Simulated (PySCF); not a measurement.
Bonds (- single, = double, # triple, : aromatic): C1-C2, C2-C3, C2-C4, C2-C5, C5-F6, C5=C7, C7-Si8, C7-C9, C9-F10. C1 carries H11, H12, H13; C3 carries H14, H15, H16; C4 carries H17, H18, H19; Si8 carries H20, H21, H22; C9 carries H23, H24. Stereochemistry as in CC(C)(C)/C(F)=C(\[SiH3])CF.

PySCF 2.14.0 with density-fitted response routines calculation with GFN2-xTB geometry and GIAO PBE0/pcSseg-1 shieldings; rapidly exchanging positions averaged, non-relativistic Hamiltonian, gas phase, one computed conformer.

List the cross peaks expected in HSQC, COSY and HMBC spectra.

Answers



HSQC (one-bond C–H):
| δH | δC |
| --- | --- |
| 5.58 (H23/H24) | 85.5 (C9) |
| 1.30 (H11/H12/H13/H14/H15/H16/H17/H18/H19) | 30.9 (C1/C3/C4) |

HMBC (two and three bonds, from the bond graph):
| δH | δC |
| --- | --- |
| 5.58 (H23/H24) | 181.3 (C5), 111.1 (C7) |
| 4.42 (H20/H21/H22) | 181.3 (C5), 111.1 (C7), 85.5 (C9) |
| 1.30 (H11/H12/H13/H14/H15/H16/H17/H18/H19) | 181.3 (C5), 38.7 (C2), 30.9 (C1/C3/C4) |

No COSY cross peaks are expected.

Referencing at the same level of theory: TMS for 1H, 13C.

Short H···H contacts in this conformer between protons four or more bonds apart (candidates for NOE cross peaks, intensity ∝ r⁻⁶): H19···H20 2.23 Å.

Shifts are as computed. Against solution values, carbons near 30 ppm lie about +3 ppm off and those near 130 ppm about +5 ppm. Of 1211 compounds with measured shifts, 218 miss one by over three times the rms of a fit or turn the order of signals round; such compounds aren't used in these exercises.
